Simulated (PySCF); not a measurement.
Job for PySCF: R-BP86/6-31G* on C4H6 (SMILES C=CC=C), a point of a torsion scan.

```python
from pyscf import gto, scf, dft, mp
from pyscf.data.elements import chemcore

mol = gto.M(
    atom='''
    C     1.30001494    1.12029191    0.66970562
    C     0.51329625    0.07026082    0.51994502
    C    -0.49052462   -0.05964454   -0.54997724
    C    -0.30513202   -0.75975583   -1.65425755
    H     1.24394937    1.96631221    0.00426219
    H     2.02846455    1.18069087    1.46049710
    H     0.59191156   -0.77450616    1.19484944
    H    -1.41742308    0.48001506   -0.39200636
    H    -1.05828292   -0.82830403   -2.42086090
    H     0.61283407   -1.29484945   -1.83518428
    ''',
    basis='6-31g*',
    cart=True,
    charge=0, spin=0, verbose=3, max_memory=1800)
mf = dft.RKS(mol, xc='b88,p86')
mf.conv_tol = 1e-8
mf.max_cycle = 100
mf.kernel()
if not mf.converged:
    mf = mf.newton().run(mf.mo_coeff, mf.mo_occ)
```

Program output:

```
converged SCF energy = -155.965219100589
```

Self-consistency was reached.

Cost: roughly 5 core-seconds.
